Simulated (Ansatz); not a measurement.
Start from `Cl[CH2][AlH][SeH]` and change one atom or group to get `C[O][AlH][CH2]Cl`.

Ansatz, PBE0-D4/def2-TZVP geometries, multiplicity 1. Each molecule was computed in one conformer, which needn't be the lowest. `C[O][AlH][CH2]Cl` holds a close contact that its SMILES doesn't draw: Cl···Al 2.55 Å.

Scalar relativity is left out up to krypton. Spin–orbit coupling is left out; it splits and shifts lone-pair levels of the heavy atoms by tenths of an eV.

```json
{"property": "HOMO energy (PBE0/def2-TZVPP) / eV", "`Cl[CH2][AlH][SeH]`": "-7.43"}
{"property": "size of the dipole moment (PBE/def2-TZVPP) / D", "`Cl[CH2][AlH][SeH]`": "1.58"}
{"property": "LUMO energy (PBE0/def2-TZVPP) / eV", "`Cl[CH2][AlH][SeH]`": "-1.32"}
{"property": "LUMO energy (ωB97M-V/def2-TZVPP) / eV", "`Cl[CH2][AlH][SeH]`": "0.30"}
{"property": "HOMO–LUMO gap (PBE0/def2-TZVPP) / eV", "`Cl[CH2][AlH][SeH]`": "6.11"}
{"property": "HOMO energy (ωB97M-V/def2-TZVPP) / eV", "`Cl[CH2][AlH][SeH]`": "-9.56"}
```

Question: What does the change do to each property? (An estimate is asked.)

Answer: The calculation gave: 
```tsv
property	`C[O][AlH][CH2]Cl`	shift
HOMO energy (PBE0/def2-TZVPP) / eV	-7.69	-0.26
size of the dipole moment (PBE/def2-TZVPP) / D	2.01	0.43
LUMO energy (PBE0/def2-TZVPP) / eV	-0.48	0.84
LUMO energy (ωB97M-V/def2-TZVPP) / eV	1.19	0.89
HOMO–LUMO gap (PBE0/def2-TZVPP) / eV	7.22	1.11
HOMO energy (ωB97M-V/def2-TZVPP) / eV	-9.97	-0.41
```

With PBE0 the HOMO falls by 0.26 eV and the LUMO rises by 0.84 eV, so the gap widens by about 1.10 eV. PBE moves the HOMO by 0.05 eV and ωB97M-V by -0.41 eV. Dipoles are sizes alone; their direction can turn.
